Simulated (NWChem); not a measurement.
Molecule: C2H6BCl; SMILES B(Cl)CC

```xyz
10

B     -0.5223    -0.1434    -0.1534
H     -1.7086    -0.0217    -0.3489
Cl     0.0531    -1.7892     0.0626
C      0.4703     1.0577    -0.1543
C     -0.1266     2.4262     0.1605
H      0.8649     1.0510    -1.1942
H      1.3539     0.8383     0.4686
H     -0.4801     2.4793     1.2021
H     -0.9901     2.6477    -0.4857
H      0.6066     3.2355     0.0236
```
Atoms are numbered in this order, from 1.

Computed with NWChem. Pople sets run with spherical d functions. The geometry was optimised at PBE0/def2-SVP. Ions are spin-unrestricted doublets at the neutral geometry; other ion states weren't tried.

```
level              vertical ionisation energy, ΔSCF (eV)  −ε(HOMO) (eV)  ΔSCF minus −ε(HOMO) (eV)
-----------------  -------------------------------------  -------------  ------------------------
B3LYP/6-31+G*                                      10.50           8.08                      2.42
PBE0/6-31+G*                                       10.52           8.31                      2.21
CAM-B3LYP/6-31+G*                                  10.77           9.71                      1.06
BHandHLYP/6-31+G*                                  10.81           9.60                      1.21
```
